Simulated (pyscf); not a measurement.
Optimised with ωB97X-D3(BJ)/def2-SVP in PySCF. Correlated levels are frozen-core, on RHF or UHF. ΔMP2 is the change of the MP2 total energy from the triple- to the quadruple-zeta basis.

Task: What is the homolytic dissociation enthalpy (298 K, CCSD(T)/def2-TZVPP + ΔMP2(QZVPP)) of the B–B bond of H₂B–B(F)–F, to BH₂• + [F–B–F]•?

Result: B–B to BH₂• + [F–B–F]•: 4.46 eV. The radicals are drawn with the spin at the cut bond; how far it spreads was not checked. The CCSD(T) − MP2 part came from Ansatz, without density fitting, on the same reference.
